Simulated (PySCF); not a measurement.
2,3-dihydrobenzofuran, C8H8O.
Atom-mapped SMILES: `[cH:1]1[cH:2][cH:3][c:4]2[c:5]([cH:6]1)[CH2:7][CH2:8][O:9]2` (hydrogens: H10 on C1; H11 on C2; H12 on C3; H13 on C6; H14, H15 on C7; H16, H17 on C8)

The same species was optimised twice, with GFN2-xTB and with PBE0-D3(BJ)/def2-SVP (PySCF), and the same property calculations (PySCF, gas phase) were run on both structures.

| coordinate | GFN2-xTB | PBE0-D3(BJ)/def2-SVP | change |
| --- | --- | --- | --- |
| C1–C2 (Å) | 1.385 | 1.396 | +0.011 |
| C5–C6 (Å) | 1.376 | 1.388 | +0.012 |
| C4–O9 (Å) | 1.358 | 1.348 | -0.010 |
| C1–C6 (Å) | 1.390 | 1.399 | +0.009 |
| C2–C3 (Å) | 1.388 | 1.397 | +0.009 |
| C3–C4 (Å) | 1.382 | 1.390 | +0.008 |
| C4–C5 (Å) | 1.394 | 1.397 | +0.003 |
| C8–O9 (Å) | 1.429 | 1.431 | +0.002 |
| C5–C7 (Å) | 1.501 | 1.504 | +0.003 |
| C7–C8 (Å) | 1.543 | 1.544 | +0.001 |
| C6–C5–C7 (°) | 131.3 | 132.1 | +0.8 |
| C3–C4–O9 (°) | 125.4 | 124.6 | -0.8 |
| C3–C4–C5 (°) | 121.4 | 122.0 | +0.6 |
| C4–C5–C6 (°) | 120.5 | 119.9 | -0.6 |
| C1–C6–C5 (°) | 118.6 | 119.1 | +0.5 |
| C7–C8–O9 (°) | 108.2 | 107.8 | -0.4 |
| C4–O9–C8 (°) | 108.5 | 108.9 | +0.4 |
| C2–C1–C6 (°) | 120.6 | 120.2 | -0.4 |

Rotational constants: A = 3706, B = 1569, C = 1118 MHz (GFN2-xTB) against A = 3681, B = 1557, C = 1109 MHz (PBE0-D3(BJ)/def2-SVP). Point groups within 0.08 Å: Cs and Cs.

On the GFN2-xTB structure: lowest singlet, TDDFT (eV) 4.93 [PBE0/def2-SVPD]; isotropic polarisability (au) 91.3 [PBE0/def2-SVPD]; HOMO (eV) -6.19 [PBE0/def2-SVPD]; LUMO (eV) -0.25 [PBE0/def2-SVPD]; dipole (D) 1.64 [PBE0/def2-SVPD]; HOMO (eV) -6.18 [PBE0/pcSseg-1]; LUMO (eV) -0.20 [PBE0/pcSseg-1]; dipole (D) 1.72 [PBE0/pcSseg-1]; GIAO shielding of C1 (ppm) 62.5 [PBE0/pcSseg-1]; GIAO shielding of C2 (ppm) 53.5 [PBE0/pcSseg-1]; GIAO shielding of C3 (ppm) 72.8 [PBE0/pcSseg-1]; GIAO shielding of C4 (ppm) 18.6 [PBE0/pcSseg-1]; GIAO shielding of C5 (ppm) 55.9 [PBE0/pcSseg-1]; GIAO shielding of C6 (ppm) 56.7 [PBE0/pcSseg-1]; GIAO shielding of C7 (ppm) 153.4 [PBE0/pcSseg-1]; GIAO shielding of C8 (ppm) 114.4 [PBE0/pcSseg-1].

What do these properties become on the PBE0-D3(BJ)/def2-SVP structure?

```tsv
property	level	on GFN2-xTB	on PBE0-D3(BJ)/def2-SVP	change
lowest singlet, TDDFT (eV)	PBE0/def2-SVPD	4.93	4.86	-0.07
isotropic polarisability (au)	PBE0/def2-SVPD	91.3	92.8	+1.5
HOMO (eV)	PBE0/def2-SVPD	-6.19	-6.17	+0.02
LUMO (eV)	PBE0/def2-SVPD	-0.25	-0.30	-0.05
dipole (D)	PBE0/def2-SVPD	1.64	1.66	+0.02
energy, GFN2-xTB geometry as zero (kcal/mol)	PBE0/def2-SVPD	0.0	-0.7	-0.7
HOMO (eV)	PBE0/pcSseg-1	-6.18	-6.15	+0.03
LUMO (eV)	PBE0/pcSseg-1	-0.20	-0.25	-0.05
dipole (D)	PBE0/pcSseg-1	1.72	1.74	+0.02
energy, GFN2-xTB geometry as zero (kcal/mol)	PBE0/pcSseg-1	0.0	-0.2	-0.2
GIAO shielding of C1 (ppm)	PBE0/pcSseg-1	62.5	60.2	-2.3
GIAO shielding of C2 (ppm)	PBE0/pcSseg-1	53.5	50.4	-3.1
GIAO shielding of C3 (ppm)	PBE0/pcSseg-1	72.8	70.7	-2.1
GIAO shielding of C4 (ppm)	PBE0/pcSseg-1	18.6	18.4	-0.2
GIAO shielding of C5 (ppm)	PBE0/pcSseg-1	55.9	55.4	-0.5
GIAO shielding of C6 (ppm)	PBE0/pcSseg-1	56.7	54.2	-2.5
GIAO shielding of C7 (ppm)	PBE0/pcSseg-1	153.4	152.5	-0.9
GIAO shielding of C8 (ppm)	PBE0/pcSseg-1	114.4	113.1	-1.3
```

The heavy atoms differ by 0.011 Å rms after alignment. Among bonds between heavy atoms C1–C2 and C5–C6 change most and about equally (+0.011 to +0.012 Å). Changes are differences of the printed values. Neither structure is proved a minimum here.
